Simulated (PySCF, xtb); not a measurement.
GaClBr2, SMILES [Cl][Ga]([Br])[Br].

Harmonic wavenumbers (cm⁻¹) from GFN2-xTB run with xtb at its own minimum, in rising order: 77, 90, 102, 229, 320, 396.

Problem. What does PBE-D3(BJ)/def2-SVP (PySCF 2.14.0) give at its own minimum? (The exact figures need the calculation; the answer reports its results.)

Solution. 82, 103, 114, 247, 346, 432. Paired by order, the mean absolute difference is 18 cm⁻¹ and the zero-point energies are 1.7 and 1.9 kcal/mol.
